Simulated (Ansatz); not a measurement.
Harmonic vibrations of digermane, Ge2H6 by finite differences.

```yaml
crystal:
  periodic: [false, false, false]
  atoms:
    - {symbol: Ge, position_ang: [-0.557150, 0.260243, -1.041086]}
    - {symbol: Ge, position_ang: [0.580313, -0.275071, 1.026903]}
    - {symbol: H, position_ang: [-0.351230, -0.862013, -2.071302]}
    - {symbol: H, position_ang: [-2.065039, 0.427355, -0.792983]}
    - {symbol: H, position_ang: [-0.008663, 1.571007, -1.627849]}
    - {symbol: H, position_ang: [0.359866, 0.840798, 2.061070]}
    - {symbol: H, position_ang: [2.090566, -0.425663, 0.782654]}
    - {symbol: H, position_ang: [0.043535, -1.593756, 1.606694]}
basis:
  gaussian: {orbitals: def2-TZVP}
hamiltonian: {xc: pbe0, dispersion: d4}
phonons: {temperatures: {t_min: 298.15, t_max: 900, t_step: 200}}
```

```sh
$ ansatz run in.yaml --threads 2 --pin off --events-out ev --progress --plain --max-ram 20480MiB --backend cpu
```

Output, abridged:

```
Functional definition: PBE0
mean field -113119.70437809 eV, -4157.0724606052 hartree, gradient 1.6e-5 eV, S^2 0.000000; 0 other end points of the search recorded, 0 dependent functions left out
mean field -113119.70429261 eV, -4157.0724574638 hartree, gradient 2.9e-6 eV, S^2 0.000000; 0 other end points of the search recorded, 0 dependent functions left out
mean field -113119.70431168 eV, -4157.0724581647 hartree, gradient 1.3e-6 eV, S^2 0.000000; 0 other end points of the search recorded, 0 dependent functions left out
mean field -113119.70430399 eV, -4157.0724578820 hartree, gradient 1.3e-6 eV, S^2 0.000000; 0 other end points of the search recorded, 0 dependent functions left out
mean field -113119.70429390 eV, -4157.0724575115 hartree, gradient 1.3e-6 eV, S^2 0.000000; 0 other end points of the search recorded, 0 dependent functions left out
mean field -113119.70429500 eV, -4157.0724575519 hartree, gradient 1.3e-6 eV, S^2 0.000000; 0 other end points of the search recorded, 0 dependent functions left out
mean field -113119.70432820 eV, -4157.0724587719 hartree, gradient 1.0e-6 eV, S^2 0.000000; 0 other end points of the search recorded, 0 dependent functions left out
mean field -113119.70431141 eV, -4157.0724581549 hartree, gradient 1.3e-6 eV, S^2 0.000000; 0 other end points of the search recorded, 0 dependent functions left out
mean field -113119.70429282 eV, -4157.0724574716 hartree, gradient 2.9e-6 eV, S^2 0.000000; 0 other end points of the search recorded, 0 dependent functions left out
mean field -113119.70429488 eV, -4157.0724575473 hartree, gradient 1.3e-6 eV, S^2 0.000000; 0 other end points of the search recorded, 0 dependent functions left out
mean field -113119.70430294 eV, -4157.0724578434 hartree, gradient 1.3e-6 eV, S^2 0.000000; 0 other end points of the search recorded, 0 dependent functions left out
mean field -113119.70432882 eV, -4157.0724587945 hartree, gradient 1.0e-6 eV, S^2 0.000000; 0 other end points of the search recorded, 0 dependent functions left out
mean field -113119.70429447 eV, -4157.0724575324 hartree, gradient 1.3e-6 eV, S^2 0.000000; 0 other end points of the search recorded, 0 dependent functions left out
mean field -113119.70437084 eV, -4157.0724603388 hartree, gradient 2.0e-6 eV, S^2 0.000000; 0 other end points of the search recorded, 0 dependent functions left out
mean field -113119.70437338 eV, -4157.0724604321 hartree, gradient 1.5e-6 eV, S^2 0.000000; 0 other end points of the search recorded, 0 dependent functions left out
mean field -113119.70434644 eV, -4157.0724594421 hartree, gradient 9.5e-7 eV, S^2 0.000000; 0 other end points of the search recorded, 0 dependent functions left out
mean field -113119.70434825 eV, -4157.0724595086 hartree, gradient 1.3e-6 eV, S^2 0.000000; 0 other end points of the search recorded, 0 dependent functions left out
mean field -113119.70434524 eV, -4157.0724593982 hartree, gradient 2.9e-6 eV, S^2 0.000000; 0 other end points of the search recorded, 0 dependent functions left out
mean field -113119.70435835 eV, -4157.0724598799 hartree, gradient 1.5e-6 eV, S^2 0.000000; 0 other end points of the search recorded, 0 dependent functions left out
mean field -113119.70431987 eV, -4157.0724584659 hartree, gradient 1.8e-6 eV, S^2 0.000000; 0 other end points of the search recorded, 0 dependent functions left out
mean field -113119.70433406 eV, -4157.0724589873 hartree, gradient 1.6e-6 eV, S^2 0.000000; 0 other end points of the search recorded, 0 dependent functions left out
mean field -113119.70437341 eV, -4157.0724604334 hartree, gradient 1.1e-6 eV, S^2 0.000000; 0 other end points of the search recorded, 0 dependent functions left out
mean field -113119.70437128 eV, -4157.0724603551 hartree, gradient 1.8e-6 eV, S^2 0.000000; 0 other end points of the search recorded, 0 dependent functions left out
mean field -113119.70436559 eV, -4157.0724601460 hartree, gradient 2.1e-6 eV, S^2 0.000000; 0 other end points of the search recorded, 0 dependent functions left out
mean field -113119.70437825 eV, -4157.0724606113 hartree, gradient 1.9e-6 eV, S^2 0.000000; 0 other end points of the search recorded, 0 dependent functions left out
mean field -113119.70436375 eV, -4157.0724600782 hartree, gradient 2.1e-6 eV, S^2 0.000000; 0 other end points of the search recorded, 0 dependent functions left out
mean field -113119.70436995 eV, -4157.0724603063 hartree, gradient 2.0e-6 eV, S^2 0.000000; 0 other end points of the search recorded, 0 dependent functions left out
mean field -113119.70434289 eV, -4157.0724593117 hartree, gradient 1.4e-6 eV, S^2 0.000000; 0 other end points of the search recorded, 0 dependent functions left out
mean field -113119.70433333 eV, -4157.0724589605 hartree, gradient 1.3e-6 eV, S^2 0.000000; 0 other end points of the search recorded, 0 dependent functions left out
mean field -113119.70435898 eV, -4157.0724599031 hartree, gradient 2.4e-6 eV, S^2 0.000000; 0 other end points of the search recorded, 0 dependent functions left out
mean field -113119.70437357 eV, -4157.0724604391 hartree, gradient 1.9e-6 eV, S^2 0.000000; 0 other end points of the search recorded, 0 dependent functions left out
mean field -113119.70437603 eV, -4157.0724605294 hartree, gradient 1.5e-6 eV, S^2 0.000000; 0 other end points of the search recorded, 0 dependent functions left out
mean field -113119.70436794 eV, -4157.0724602322 hartree, gradient 2.0e-6 eV, S^2 0.000000; 0 other end points of the search recorded, 0 dependent functions left out
mean field -113119.70434825 eV, -4157.0724595085 hartree, gradient 1.3e-6 eV, S^2 0.000000; 0 other end points of the search recorded, 0 dependent functions left out
mean field -113119.70434703 eV, -4157.0724594639 hartree, gradient 9.4e-7 eV, S^2 0.000000; 0 other end points of the search recorded, 0 dependent functions left out
mean field -113119.70435984 eV, -4157.0724599346 hartree, gradient 1.5e-6 eV, S^2 0.000000; 0 other end points of the search recorded, 0 dependent functions left out
mean field -113119.70434340 eV, -4157.0724593304 hartree, gradient 3.0e-6 eV, S^2 0.000000; 0 other end points of the search recorded, 0 dependent functions left out
mean field -113119.70433322 eV, -4157.0724589565 hartree, gradient 1.6e-6 eV, S^2 0.000000; 0 other end points of the search recorded, 0 dependent functions left out
mean field -113119.70432045 eV, -4157.0724584870 hartree, gradient 1.8e-6 eV, S^2 0.000000; 0 other end points of the search recorded, 0 dependent functions left out
mean field -113119.70436958 eV, -4157.0724602925 hartree, gradient 1.7e-6 eV, S^2 0.000000; 0 other end points of the search recorded, 0 dependent functions left out
mean field -113119.70437532 eV, -4157.0724605035 hartree, gradient 1.1e-6 eV, S^2 0.000000; 0 other end points of the search recorded, 0 dependent functions left out
mean field -113119.70437696 eV, -4157.0724605636 hartree, gradient 1.9e-6 eV, S^2 0.000000; 0 other end points of the search recorded, 0 dependent functions left out
mean field -113119.70436697 eV, -4157.0724601967 hartree, gradient 2.1e-6 eV, S^2 0.000000; 0 other end points of the search recorded, 0 dependent functions left out
mean field -113119.70436838 eV, -4157.0724602485 hartree, gradient 2.0e-6 eV, S^2 0.000000; 0 other end points of the search recorded, 0 dependent functions left out
mean field -113119.70436584 eV, -4157.0724601550 hartree, gradient 2.1e-6 eV, S^2 0.000000; 0 other end points of the search recorded, 0 dependent functions left out
mean field -113119.70433401 eV, -4157.0724589855 hartree, gradient 1.4e-6 eV, S^2 0.000000; 0 other end points of the search recorded, 0 dependent functions left out
mean field -113119.70434139 eV, -4157.0724592565 hartree, gradient 1.4e-6 eV, S^2 0.000000; 0 other end points of the search recorded, 0 dependent functions left out
mean field -113119.70437285 eV, -4157.0724604126 hartree, gradient 1.9e-6 eV, S^2 0.000000; 0 other end points of the search recorded, 0 dependent functions left out
mean field -113119.70436006 eV, -4157.0724599427 hartree, gradient 2.4e-6 eV, S^2 0.000000; 0 other end points of the search recorded, 0 dependent functions left out
Total energy: -113119.81341364 eV, -4157.0764675878 hartree
Atom 0 at    -0.557150     0.260243    -1.041086 Å, force     0.000233     0.000089     0.000875 eV/Å
Atom 1 at     0.580313    -0.275071     1.026903 Å, force    -0.000322     0.000306    -0.000647 eV/Å
Atom 2 at    -0.351230    -0.862013    -2.071302 Å, force     0.000587    -0.000084     0.000439 eV/Å
Atom 3 at    -2.065039     0.427355    -0.792983 Å, force    -0.000385    -0.000283    -0.000447 eV/Å
Atom 4 at    -0.008663     1.571007    -1.627849 Å, force    -0.000401     0.000297    -0.000213 eV/Å
Atom 5 at     0.359866     0.840798     2.061070 Å, force     0.000532    -0.000029     0.000230 eV/Å
Atom 6 at     2.090566    -0.425663     0.782654 Å, force     0.000094    -0.000449    -0.000091 eV/Å
Atom 7 at     0.043535    -1.593756     1.606694 Å, force    -0.000339     0.000152    -0.000147 eV/Å
Dipole moment:     0.000043    -0.000214    -0.000083 e Å
Vibrations: 106.20 269.75 358.16 358.18 559.13 559.16 756.34 834.40 882.00 882.03 886.16 886.19 2144.04 2149.86 2151.40 2151.44 2160.84 2160.88 cm⁻¹, zero-point energy 1.255721 eV
```

It took 110 s on 2 threads of a server CPU on a shared host, with 0.4 GiB of host memory at the peak.
